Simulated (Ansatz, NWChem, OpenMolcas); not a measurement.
How methods differ on GeF2 (SMILES [F][Ge][F])

GeF2 has 3 atoms, charge 0, and is taken as a singlet. As SMILES, `[F][Ge][F]`. Geometry: relaxed at PBE0-D4/def2-TZVP.

```
atom    x (Å)    y (Å)    z (Å)
   F  -0.6759  -1.1018  -0.4975
  Ge   0.6375  -0.2952   0.3202
   F   0.0276   1.3321   0.1641
```

Each level gives the electronic atomisation energy (eV). The values are calculated. Electronic energies at fixed atoms, without zero-point motion or spin-orbit coupling.

| level | kind | program | value (eV) | less CCSD(T)/def2-TZVPP |
| --- | --- | --- | --- | --- |
| SVWN5/def2-TZVPP | LDA | Ansatz | 13.38 | +2.55 |
| BLYP/def2-TZVPP | GGA | Ansatz | 11.38 | +0.55 |
| PBE/def2-TZVPP | GGA | Ansatz | 11.57 | +0.74 |
| revPBE/def2-TZVPP | GGA | NWChem | 11.02 | +0.19 |
| r2SCAN/def2-TZVPP | meta-GGA | OpenMolcas | 11.19 | +0.36 |
| PBE0/def2-TZVPP | global hybrid | NWChem | 10.89 | +0.06 |
| wB97M-V/def2-TZVPP | range-separated hybrid | Ansatz | 11.17 | +0.34 |
| RPA@PBE0/def2-TZVPP | RPA | Ansatz | 10.37 | -0.46 |
| MP2/def2-TZVPP | perturbation theory | NWChem | 11.47 | +0.64 |
| CCSD(T)/def2-TZVPP | coupled cluster or CI | NWChem | 10.83 | 0.00 |

CCSD(T)/def2-TZVPP is the highest level here, not the true value. All-electron rows without a relativistic Hamiltonian named are non-relativistic. The values span 10.37 to 13.38 eV. In the correlated wave-function rows the outer d shell of Ge is correlated, in sets not made for it.
